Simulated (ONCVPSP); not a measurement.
**Pseudopotential generation for scandium: ONCV, PBEsol, fully relativistic.**

- Element: scandium (Sc)
- Generator: ONCVPSP 4.0.1
- Type: optimised norm-conserving Vanderbilt (ONCV)
- Functional: PBEsol
- Relativity: fully relativistic
- Frozen core: [Ar]
- Valence charge: 3
- Reference configuration: 3d1 4s1.5 4p0.5
- Partial waves: 4s: rc 2.60 bohr, ncon 4, nbas 8, qcut 2 1/bohr, 2 projectors, debl 2.7 Ha; 4p: rc 2.95 bohr, ncon 5, nbas 8, qcut 3.1 1/bohr, 3 projectors, debl 3.2 Ha; 3d: rc 1.40 bohr, ncon 4, nbas 8, qcut 8 1/bohr, 1 projector; f scattering state at 0.17 Ha: rc 2.25 bohr, ncon 4, nbas 8, qcut 5 1/bohr, 2 projectors, debl 1.2 Ha
- Local potential: polynomial inside 1.20 bohr (lpopt 2, dvloc0 6 Ha)
- Core correction: Teter function, fcfact 2.25, rcfact 1.1

Open shells are filled in proportion to 2j + 1.

All-electron outer shells of the reference configuration (PBEsol, scalar-relativistic, ld1.x):

```
shell  level (eV)  outermost node (bohr)  outermost maximum (bohr)
   3s      -55.53                   0.42                      0.92
   3p      -34.20                   0.39                      0.97
   4s       -4.55                   1.33                      3.10
   3d       -3.82                      –                      1.10
   4p       -1.76                   1.49                      3.98
```

(1) Estimate the cutoffs (Ha) at which the residual kinetic energy of the hardest occupied pseudo-wave falls to 1 and 0.1 mHa per electron.

(2) What does a ghost test show?

(3) Which valence shell sets the plane-wave cutoff?

(4) Tests: 3d1 4s2 4p0; 3d1 4s1 4p0; 3d1 4s0 4p0; 3d1.5 4s1.5 4p0. Which has the largest error in its energy relative to the reference configuration, and how large is it?

## Answers

(1) 33 Ha and 109 Ha.

(2) No bound ghost flagged; GHOST(+) flagged for s at 86.8 eV, p3/2 at 199.1 eV.

(3) 3d: 33 Ha for 1 mHa per electron, against 2 Ha for 4s.

(4) 3d1 4s0 4p0, with +106 meV (all-electron minus pseudo) on +18.17 eV.
